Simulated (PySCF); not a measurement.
Below is a simulated gas-phase C 1s photoelectron spectrum of `[H]/N=C/CB(F)F`.

Every computed line was given a Gaussian of 0.6 eV full width at half maximum and an area set by the number of equivalent atoms; the highest printed point is 100. The calculation used PySCF, delta-SCF UKS SCAN, pcX-2 on the ionised atom, pcseg-1 elsewhere, spin-free X2C.

binding energy (eV), intensity and a bar:
```
    290.3          0 
    290.4          1 
    290.5          3 #
    290.6          8 ##
    290.7         18 #####
    290.8         34 ##########
    290.9         56 #################
    291.0         80 ########################
    291.1         96 #############################
    291.2        100 ##############################
    291.3         89 ###########################
    291.4         68 ####################
    291.5         44 #############
    291.6         25 #######
    291.7         13 ####
    291.8          8 ##
    291.9         10 ###
    292.0         18 #####
    292.1         34 ##########
    292.2         56 #################
    292.3         79 ########################
    292.4         96 #############################
    292.5        100 ##############################
    292.6         89 ###########################
    292.7         68 ####################
    292.8         45 #############
    292.9         25 #######
    293.0         12 ####
    293.1          5 #
    293.2          2 
    293.3          1
```

Question: Count the maxima, the lines and the sites behind this envelope.

Answer: The curve has 2 maxima (at 291.2 and 292.5 eV). Under it lie 2 lines from 2 inequivalent carbon sites.

Question: Decompose the envelope and assign each component. Numbering: `[H]/[N:1]=[CH:2]/[CH2:3][B:4]([F:5])[F:6]`.

Answer: 
| position (eV) | relative area | line | atoms | environment |
| --- | --- | --- | --- | --- |
| 291.17 | 1 | C 1s | C3 | sp3 carbon bound to boron |
| 292.48 | 1 | C 1s | C2 | imine carbon |

Question: What are the centre and the root-mean-square width of the whole band?

Answer: The area-weighted mean of the lines is 291.82 eV. Their own spread about it is 0.65 eV (rms) and each Gaussian has σ = 0.6/2.355 = 0.25 eV; the variances add, which gives 0.70 eV.

Question: Above which line width would these two lines show one maximum?

Answer: Two equal Gaussians merge once their distance is under 2σ = FWHM/1.177. With 1.30 eV between them that is a full width over 1.53 eV.

Lowest listed C 1s: C3, bonded to C, 2 H and B. Highest, 1.31 eV above it: C2, bonded to N (double bond), C and H. Summing the Pauling electronegativity differences to the bonded atoms, each weighted by its formal bond order, gives -1.21 for the lowest site and +0.63 for the highest.

Shake-up satellites, vibrational structure and lifetime widths aren't simulated. The unrestricted hole states depart most from a pure doublet (⟨S²⟩ = 0.75; over 0.85 named) for C 1s of C2 (0.87), which makes this value less certain. The structure is a single PBE0-D3(BJ)/def2-SVP conformer in the gas phase; no vibrational or solvent corrections.

Conformer computed: `[H]/[N:1]=[CH:2]/[CH2:3][B:4]([F:5])[F:6]`: N1–C2–C3–B4 115°, C2–C3–B4–F5 18°.
